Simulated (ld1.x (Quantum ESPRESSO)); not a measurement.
# Al: excitation energies, all-electron against ultrasoft

```
Element                 : Al (Z = 13)
Generator               : ld1.x (Quantum ESPRESSO) 7.5
Type                    : ultrasoft
Functional              : PBE
Relativity              : non-relativistic
Frozen core             : [Ne]
Valence charge          : 3
Reference configuration : 3s2 3p1
Partial waves           : 3s (bound): rcut 1.95, rcutus 2.35 bohr; 3s channel at -0.2 Ry: rcut 1.95, rcutus 2.35 bohr; 3p (bound): rcut 2.50, rcutus 2.80 bohr; 3p channel at 1.4 Ry: rcut 2.50, rcutus 2.80 bohr
Local potential         : all-electron potential smoothed inside 2.10 bohr (lloc = -1)
Core correction         : none
Augmentation charge     : PSQ, inside the norm-conserving radii
```

Energies are relative to the spin-unpolarised reference configuration 3s2 3p1; without spin polarisation the order of configurations can differ from experiment.

(1) Give the all-electron excitation energy and the error of the potential for: 3s2 3p0; 3s1 3p0; 3s2 3p0.5; 3s2 3p1.3; 3s1 3p2; 3s1 3p1; 3s0 3p3.

Levels in the configuration 3s1 3p0:

| level | all-electron (eV) | pseudo (eV) |
| --- | --- | --- |
| 3s | -23.705 | -23.628 |

## Answers

(1)

```tsv
valence configuration	charge	ΔE all-electron (eV)	error AE − PS (meV)
3s2 3p0	+1	5.771	-4.4
3s1 3p0	+2	24.963	+6.6
3s2 3p0.5	+0.5	2.090	-0.7
3s2 3p1.3	-0.3	-0.577	0.0
3s1 3p2	0	5.107	+8.0
3s1 3p1	+1	11.543	+7.3
3s0 3p3	0	10.383	+37
```
